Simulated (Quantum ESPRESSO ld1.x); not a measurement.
Results of a calculation; reference values are marked as such.
Task: Ar I, configuration [He] 2s2 2p5 3s2 3p6 4p1 (not the ground configuration). Code: ld1.x of Quantum ESPRESSO 7.5. Model: Dirac Kohn-Sham, LDA (Slater exchange, VWN5 correlation), spin-unpolarised, spherical densities, point nucleus; open shells fill j = l - 1/2 first. Some entries of the table are withheld. Estimate them.

orbital,occ.,eigenvalue (hartree),<1/r> (bohr^-1)
1s1/2,2,-116.160,17.66
2s1/2,2,-12.1000,3.620
2p1/2,2,-9.82300,(1)
2p3/2,3,-9.73633,(2)
3s1/2,2,-1.28695,1.071
3p1/2,2,(3),(4)
3p3/2,4,(5),(6)
4p1/2,1,(7),(8)
4p3/2,0,(9),(10)

Result: 
(1) 2p1/2 <1/r> (bohr^-1): 3.551
(2) 2p3/2 <1/r> (bohr^-1): 3.522
(3) 3p1/2 eigenvalue (hartree): -0.74291
(4) 3p1/2 <1/r> (bohr^-1): 0.9478
(5) 3p3/2 eigenvalue (hartree): -0.73421
(6) 3p3/2 <1/r> (bohr^-1): 0.9414
(7) 4p1/2 eigenvalue (hartree): -0.05172
(8) 4p1/2 <1/r> (bohr^-1): 0.1874
(9) 4p3/2 eigenvalue (hartree): -0.05142
(10) 4p3/2 <1/r> (bohr^-1): 0.1866
